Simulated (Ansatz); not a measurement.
Energy needed to pull apart BGeH$_{3}$S (SMILES [BH]1[S][GeH2]1), closed shell, into free ground-state atoms, from the structure below (displaced at random from a GFN2-xTB minimum); no zero-point or spin–orbit terms; open-shell atoms are treated unrestricted, in their ground-state multiplicity.

B1  (-0.704, -0.971, -0.156)
S2  (0.982, -1.177, 0.443)
Ge3  (-0.002, 1.000, -0.038)
H4  (-1.772, -1.647, -0.530)
H5  (1.265, 1.398, -0.965)
H6  (0.044, 1.516, 1.405)
(Å)

Computed with Ansatz 0.2.0 (basis: def2-TZVPP); correlated methods freeze the cores. Filled d shells of the heavier atoms are correlated. The def2 sets are not built for correlating such inner shells, so the correlated values are less sure here.

```json
{"method": "PBE-D4", "atomization energy (kcal/mol)": "427.9"}
{"method": "revPBE-D4", "atomization energy (kcal/mol)": "417.6"}
{"method": "r2SCAN-D4", "atomization energy (kcal/mol)": "424.9"}
{"method": "PBE0-D4", "atomization energy (kcal/mol)": "?"}
{"method": "r2SCANh-D4", "atomization energy (kcal/mol)": "?"}
{"method": "wB97M-V", "atomization energy (kcal/mol)": "415.6"}
{"method": "HF", "atomization energy (kcal/mol)": "290.5"}
{"method": "MP2", "atomization energy (kcal/mol)": "411.1"}
{"method": "CCSD", "atomization energy (kcal/mol)": "396.2"}
{"method": "CCSD(T)", "atomization energy (kcal/mol)": "406.8"}
```

(1) What does r2SCANh-D4 give? (To be estimated.)

(2) What does PBE0-D4 give? (Judge from chemistry; the value comes from the calculation.)

The T1 diagnostic stays at or below 0.018.

Results:

(1) Computed: 420.9 kcal/mol, which is about 14.1 kcal/mol more than CCSD(T)/def2-TZVPP.

(2) By the calculation: 418.4 kcal/mol, which is about 11.6 kcal/mol more than CCSD(T)/def2-TZVPP.

In triple zeta the MP2 and coupled-cluster atomization energies are still short of their basis limit by a few kcal/mol a bond, whereas those of the functionals are nearly converged, so these differences are not deviations from converged CCSD(T).

For scale, one of the runs: CCSD(T)/def2-TZVPP forces, 163 basis functions (an equivalent command: `ansatz run in.yaml --threads 4`). Hardware: 4 CPU threads, shared host. Wall time 95 s; peak host memory 2.1 GiB.
